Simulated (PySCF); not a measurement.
Cl3FHNW, SMILES [NH]=[W]([F])([Cl])([Cl])[Cl], multiplicity 1.

Coordinates come from a PBE0-D3(BJ)/def2-SVP optimisation. The spin state was assumed, not searched. The structure was generated by enumeration; whether it is a known compound was not checked. The def2 effective core potentials stand for the cores of W; spin–orbit coupling is left out.

Method: TDA-B3LYP/def2-SVPD (PySCF).

Vertical excitations. The molecule is in vacuum. State labels are in the subgroup Cs.

Computed UV-visible absorptions:
```
state  symmetry  energy (eV)  λ (nm)      f                                                               main pairs
-----  --------  -----------  ------  -----  -----------------------------------------------------------------------
S1           A"         3.45     359  0.000                                                           HOMO→LUMO 90 %
S2           A'         3.55     350  0.000                                       HOMO−1→LUMO 63 %, HOMO→LUMO+1 36 %
S3           A"         3.58     346  0.000                                                       HOMO−1→LUMO+1 90 %
S4           A'         3.91     317  0.013  HOMO→LUMO+1 42 %, HOMO−1→LUMO 23 %, HOMO→LUMO+2 13 %, HOMO−2→LUMO+1 8 %
S5           A"         3.93     315  0.001                                     HOMO−2→LUMO 71 %, HOMO−3→LUMO+1 24 %
S6           A'         4.01     310  0.001                                                         HOMO−3→LUMO 86 %
S7           A"         4.10     303  0.012                                     HOMO−3→LUMO+1 69 %, HOMO−2→LUMO 23 %
S8           A'         4.15     299  0.010                                                       HOMO−2→LUMO+1 71 %
S9           A"         4.34     285  0.002                                                       HOMO−1→LUMO+2 92 %
S10          A'         4.37     283  0.006                                     HOMO→LUMO+2 64 %, HOMO−1→LUMO+3 29 %
T1           A'         3.31     375      0                                                         HOMO→LUMO+1 86 %
T2           A"         3.34     371      0                                                           HOMO→LUMO 90 %
T3           A'         3.39     366      0                                                         HOMO−1→LUMO 85 %
T4           A"         3.47     358      0                                                       HOMO−1→LUMO+1 91 %
```
Triplets are in the Tamm–Dancoff approximation.
